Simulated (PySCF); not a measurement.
# Distorted geometries of Ce(SH)3

Ce(SH)3 (singlet in the valence; each metal's 4f electrons, 1 of them, lie in its core potential, out of spins and levels). PySCF 2.14.0, RKS BP86, Ce lcecp-1-SVP with ECP47, S def2-SVP, H def2-SVP; non-relativistic Hamiltonian with scalar-relativistic core potentials where named; density fitting; no spin-orbit coupling. Relaxed geometry:

```xyz
7

Ce    0.0000    0.0000    0.5957
S     2.6399    0.4051    1.0049
H     2.9219   -0.9263    1.1404
S    -1.6707    2.0837    1.0049
H    -0.6588    2.9935    1.1404
S    -0.9691   -2.4887    1.0049
H    -2.2631   -2.0673    1.1404
```

Problem. Order these distorted geometries by energy above the relaxed one, lowest first.
A.
```xyz
7

Ce    0.2490    0.0551    0.7002
S     2.7037    0.4937    1.1603
H     2.8720   -0.6880    0.9009
S    -1.6821    2.1549    0.8826
H    -0.8335    2.8366    1.2019
S    -0.9256   -2.4963    0.9979
H    -2.3834   -2.3559    1.1878
```
B.
```xyz
7

Ce    0.0248    0.0158    0.6411
S     2.6153    0.3598    1.0101
H     2.9042   -0.9611    1.1722
S    -1.6273    2.0638    0.9417
H    -0.6795    3.0199    1.1038
S    -1.0097   -2.4876    1.0276
H    -2.2278   -2.0107    1.1350
```
C.
```xyz
7

Ce    0.0381   -0.0019    0.5743
S     2.6266    0.3857    1.0791
H     2.9648   -0.9373    1.1064
S    -1.7299    2.0866    0.9742
H    -0.6930    2.9948    1.1105
S    -0.9614   -2.4701    0.9952
H    -2.2453   -2.0579    1.1918
```

Solution. C (0.03 eV), B (0.08 eV), A (1.91 eV).

Problem. Which forces (eV/Å) act in the one that lies 0.08 eV up?

Solution. 
```
Ce  -0.35 -0.76 -0.12
S    0.57  0.25  0.08
H    0.01 -0.13  0.01
S   -0.50  0.23  0.03
H    0.19  0.19  0.03
S    1.50 -0.29 -0.16
H   -1.44  0.52  0.13
```
Forces carry noise of the integration grid, about 0.01 to 0.03 eV/Å.

An lcecp potential fixes the number of 4f electrons, so in runs with it no electron can move into or out of that shell.
